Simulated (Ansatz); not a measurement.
Abridged output of a molecular run in Ansatz:

```
Functional definition: HF
1990 factors; integrals over basis functions are off by at most 1.0e-3 eV
mean field evaluation 1: about -10983.6405 eV, gradient 4.9e1 eV
mean field evaluation 2: about -10983.8893 eV, gradient 4.9e1 eV
mean field evaluation 4: about -10989.2976 eV, gradient 4.6e0 eV
mean field evaluation 8: about -10989.3750 eV, gradient 2.6e-1 eV
mean field -10989.37536065 eV, -403.8520956375 hartree, gradient 2.6e-6 eV, S^2 0.000000; 0 other end points of the search recorded, 0 dependent functions left out
8 core orbitals not correlated: weight in the atoms' cores, before any rotation towards them, 1.000 or more for the frozen orbitals, at most 0.000 for the correlated occupied ones
reference -10989.37536065 eV, -403.8520956375 hartree; 21, 21 occupied and 285, 285 virtual orbitals, 1990 factors
second order -30.47450530 eV of doubles, -0.00000000 eV of singles
cycle   1  -30.66157699 eV  change   -1.9e-1 eV  update   1.2e-1
cycle   2  -31.42307742 eV  change   -7.6e-1 eV  update   3.4e-2
cycle   3  -31.56600585 eV  change   -1.4e-1 eV  update   1.8e-2
cycle   4  -31.55401826 eV  change    1.2e-2 eV  update   4.5e-3
cycle   5  -31.55215110 eV  change    1.9e-3 eV  update   2.5e-3
cycle   6  -31.55297474 eV  change   -8.2e-4 eV  update   8.9e-4
cycle   7  -31.55271627 eV  change    2.6e-4 eV  update   4.4e-4
cycle   8  -31.55266062 eV  change    5.6e-5 eV  update   1.4e-4
cycle   9  -31.55272573 eV  change   -6.5e-5 eV  update   5.1e-5
cycle  10  -31.55272340 eV  change    2.3e-6 eV  update   2.0e-5
perturbative correction -1.14733045 eV, -0.0421636165 hartree
Total energy: -11022.07541449 eV, -405.0538004516 hartree
```

Its atoms:

```xyz
15

C     1.517    1.639   -1.550
N     1.023    1.636   -0.187
Sn    0.612   -0.106    0.742
N    -1.231   -0.754    0.186
C    -1.928   -1.733    0.999
H     0.755    1.443   -2.318
H     1.984    2.601   -1.789
H     2.295    0.878   -1.663
H     0.312    2.340   -0.049
H     0.475    0.146    2.423
H     1.896   -1.148    0.287
H    -1.304   -0.977   -0.797
H    -1.547   -2.762    0.918
H    -2.993   -1.756    0.745
H    -1.865   -1.448    2.054
```

Q: Which basis set was used?
A. def2-QZVPP
B. def2-TZVPPD
C. def2-TZVPP
D. def2-SVPD

A: C. It gives 314 functions.

Q: Write the keys of the input that set method, charge and spin (a neutral closed shell needs none for the last two).

A: 
```yaml
correlation: {method: ccsd_t}
```
